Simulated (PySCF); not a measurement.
**Magnetisability: `Cc1snnc1C1CC1`, C6H8N2S**

Cartesian coordinates in Å; atom numbers follow the order of the lines, from 1:
```xyz
17

C    -2.2527   -1.0423   -0.4731
C    -1.6102    0.2544   -0.1460
S    -2.4884    1.7236    0.0194
N    -1.0960    2.5700    0.3381
N    -0.0688    1.8520    0.3271
C    -0.2735    0.5465    0.0615
C     0.8520   -0.3941    0.0195
C     1.9949   -0.1969    0.9817
C     2.1892    0.1020   -0.4656
H    -3.3130   -1.0123   -0.2360
H    -1.7870   -1.8499    0.0894
H    -2.1442   -1.2616   -1.5363
H     0.5724   -1.4097   -0.2299
H     2.4581   -1.0774    1.4006
H     1.9232    0.6385    1.6603
H     2.7896   -0.5689   -1.0609
H     2.2474    1.1380   -0.7597
```

Computed with GIAO BHandHLYP/pcSseg-1 magnetisability, rotational g tensor and spin-rotation constants, non-relativistic, gas phase (PySCF). Geometry: GFN2-xTB.

Question: What are the magnetisability and the molar susceptibility?

Answer: Isotropic -1494 × 10⁻³⁰ J/T², or -90.0 × 10⁻⁶ cm³/mol; principal values -2012, -1371, -1100 × 10⁻³⁰ J/T², anisotropy 811 × 10⁻³⁰ J/T² (root of half the summed squared differences of the principal values). The susceptibility is in cgs units.

Question: Split it along the inertial axes a, b, c into diamagnetic and paramagnetic parts about the centre of mass, with the quadrupole moment.

Answer: 
```csv
axis,χ (10⁻⁶ cm³/mol),diamagnetic (10⁻⁶ cm³/mol),paramagnetic (10⁻⁶ cm³/mol),summed x² of all electrons (Å²),quadrupole Θ (D Å)
a,-66.3,-573.2,506.9,259.9,+5.29
b,-82.5,-1218.9,1136.3,107.8,-3.45
c,-121.2,-1560.0,1438.9,27.4,-1.84
```
Anisotropies 2χaa − χbb − χcc = +71.0 and 2χbb − χaa − χcc = +22.4 × 10⁻⁶ cm³/mol. Θ is traceless in Buckingham's convention.

Question: And the rotational g tensor?

Answer: 
```
axis  rotational constant (GHz)        g  nuclear part  electronic part
   a                     2.7435  -0.0558        0.5975          -0.6533
   b                     1.0702  -0.0110        0.5603          -0.5713
   c                     0.8232  +0.0061        0.5625          -0.5565
```
Asymmetric top; isotopes 12C, 1H, 14N, 32S; no vibrational averaging.
